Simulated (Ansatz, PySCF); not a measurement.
Al(Cl)(F)(SMe) (CH₃AlClFS), SMILES C[S][Al]([Cl])[F]. Atoms are numbered in the order given.

```xyz
8

Al    -0.0776     0.3515     0.3169
Cl     0.9876     2.1394     0.3275
F     -1.2599     0.1015     1.4570
S      0.2976    -1.1970    -1.1255
C     -0.9362    -2.4472    -0.5932
H     -1.5149    -2.1110     0.2766
H     -0.4032    -3.3726    -0.3392
H     -1.6186    -2.6390    -1.4313
```

Geometry: PBE0-D3(BJ)/def2-SVP. The structure was generated by enumeration; whether it is a known compound was not checked. One conformer was computed; it need not be the lowest.

Two levels are set side by side: PBE-D3(BJ)/def2-SVP (Ansatz, a quantum-chemistry and plane-wave program) and PBE0-D3(BJ)/def2-SVP (Ansatz). Each level has its own optimised geometry; the coordinates shown are those of the second. Frequencies come from the Hessian of PySCF at each geometry. Differences are taken from unrounded values.

```json
[
 {"quantity": "mean bond length (Å)", "PBE0-D3(BJ)": "1.574"},
 {"quantity": "bond Al1–Cl2 (Å)", "PBE0-D3(BJ)": "2.081"},
 {"quantity": "bond Al1–F3 (Å)", "PBE0-D3(BJ)": "1.661"},
 {"quantity": "bond Al1–S4 (Å)", "PBE0-D3(BJ)": "2.149"},
 {"quantity": "bond S4–C5 (Å)", "PBE0-D3(BJ)": "1.835"},
 {"quantity": "bond C5–H6 (Å)", "PBE0-D3(BJ)": "1.097"},
 {"quantity": "bond C5–H7 (Å)", "PBE0-D3(BJ)": "1.098"},
 {"quantity": "bond C5–H8 (Å)", "PBE0-D3(BJ)": "1.098"},
 {"quantity": "highest harmonic wavenumber (cm⁻¹)", "PBE0-D3(BJ)": "3203"},
 {"quantity": "mean harmonic wavenumber (cm⁻¹)", "PBE0-D3(BJ)": "1068"},
 {"quantity": "zero-point energy (kcal/mol)", "PBE0-D3(BJ)": "27.49"}
]
```

Q: What does PBE-D3(BJ) give, and how far is it from PBE0-D3(BJ)? (The exact figures need the calculation; the answer reports its results.)

A: 
| quantity | PBE-D3(BJ) | PBE-D3(BJ) minus PBE0-D3(BJ) |
|---|---|---|
| mean bond length (Å) | 1.587 | 0.012 |
| bond Al1–Cl2 (Å) | 2.096 | 0.015 |
| bond Al1–F3 (Å) | 1.677 | 0.016 |
| bond Al1–S4 (Å) | 2.165 | 0.016 |
| bond S4–C5 (Å) | 1.852 | 0.017 |
| bond C5–H6 (Å) | 1.105 | 0.008 |
| bond C5–H7 (Å) | 1.106 | 0.008 |
| bond C5–H8 (Å) | 1.106 | 0.008 |
| highest harmonic wavenumber (cm⁻¹) | 3112 | -91 |
| mean harmonic wavenumber (cm⁻¹) | 1033 | -35 |
| zero-point energy (kcal/mol) | 26.59 | -0.90 |

GGA bonds tend to be longer and softer than those of functionals with exact exchange. Differences between two approximate levels are no errors against the true value.
